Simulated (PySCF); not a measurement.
Species: C4H7N3O2Si.
Atom-mapped SMILES: `[CH3:1][O:2][C:3](=[O:4])[c:5]1[cH:6][n:7][n:8]([SiH3:9])[n:10]1`

NICS is the negative of the GIAO shielding at a point without a nucleus: at the ring centre (0) and 1 Å above and below it (1); zz is the component along the ring normal. Level: GIAO PBE0/pcSseg-1 (PySCF, non-relativistic, gas phase) on the GFN2-xTB geometry, one conformer.

Ring bond lengths (Å), with Mayer bond orders in brackets: C5–C6 1.414 (1.26), C6–N7 1.314 (1.56), N7–N8 1.326 (1.18), N8–N10 1.312 (1.24), N10–C5 1.328 (1.44).

Q: What do the NICS probes read (ppm)?

A: 
| ring | type | NICS(0) | NICS(1), two faces | NICS(1)zz, two faces | rms pucker (Å) | centre to ring atoms, mean (Å) |
| --- | --- | --- | --- | --- | --- | --- |
| C5–C6–N7–N8–N10 | 5-membered ring with 3 N; formal bonds all aromatic | -12.9 | -13.4 / -13.4 | -33.0 / -33.0 | 0.00 | 1.14 |

Q: What can be read from them?

A: 
- C5–C6–N7–N8–N10: mean NICS(1)zz -33.0 ppm, shielded. For a flat ring without four-coordinate atoms the NICS criterion counts such a value as aromatic.

Q: What does the geometric index give? HOMA takes Krygowski's 1993 parameters.

A: 
- C5–C6–N7–N8–N10: HOMA 0.95; the largest term is that of C5–C6, α(R − Ropt)² = 0.17. The geometric and the magnetic index point the same way.

The values belong to the conformer `[CH3:1][O:2][C:3](=[O:4])[c:5]1[cH:6][n:7][n:8]([SiH3:9])[n:10]1`: C1–O2–C3–O4 0°, O2–C3–C5–C6 180°.
